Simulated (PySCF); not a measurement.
Structure with atom numbers: `[CH3:1][O:2][C@@:3]1([C:4]([F:5])([F:6])[F:7])[CH:8]=[N:9]1` (H(Xn): hydrogen on atom n).

Geometry: GFN2-xTB; GIAO shifts from PySCF 2.14.0 with density-fitted response routines, gas phase, non-relativistic, averaged over equivalent atoms.

At PBE0/6-31G* (134 basis functions, 16 s wall time on 1 thread of an Arm Neoverse V1, shared host):
| atoms | δ (ppm) |
| --- | --- |
| C8 | 165.8 |
| C4 | 125.2 |
| C3 | 61.2 |
| C1 | 52.1 |
| O2 | 24.5 |
| F5/F6/F7 | -83.4 |
| N9 | 316.2 |
| H(C8) | 10.01 |
| H(C1) | 3.69 |

Scale: 13C (σref 196.39) and 1H (σref 32.41) against TMS; 17O (σref 325.96) against H2O; 19F (σref 192.54) against CFCl3; NH3 for 15N (σref 261.43) (reference shieldings calculated alike).

Question: What do these become at PBE0/6-311G**?

Answer: 
```tsv
atoms	δ at PBE0/6-311G**	change
C8	176.5	+10.7
C4	129.9	+4.7
C3	63.7	+2.5
C1	54.7	+2.6
O2	49.3	+24.8
F5/F6/F7	-91.0	-7.6
N9	361.4	+45.2
H(C8)	10.43	+0.42
H(C1)	3.68	-0.01
```

References, each an isolated molecule treated in the same way: 13C (190.38 ppm) and 1H (32.08 ppm) against TMS; H2O for 17O (343.32 ppm); 19F (166.56 ppm) vs CFCl3; 15N (274.56 ppm) against NH3.

The largest change is at N9 (imine nitrogen). Cost: 186 basis functions, 25 s wall time on 1 thread of an Arm Neoverse V1, shared host. The order of the carbon signals is the same at both levels.

Unscaled 19F shifts against computed CFCl3 carry errors that often reach 10 to 50 ppm. Experimental scales use liquid or dissolved standards, which lie at an offset from isolated NH3 (liquid NH3: subtract about 20 ppm) and H2O (liquid H2O: subtract about 36 ppm). Unscaled 15N shifts of sp2 nitrogen come out 20 to 40 ppm too high even then.
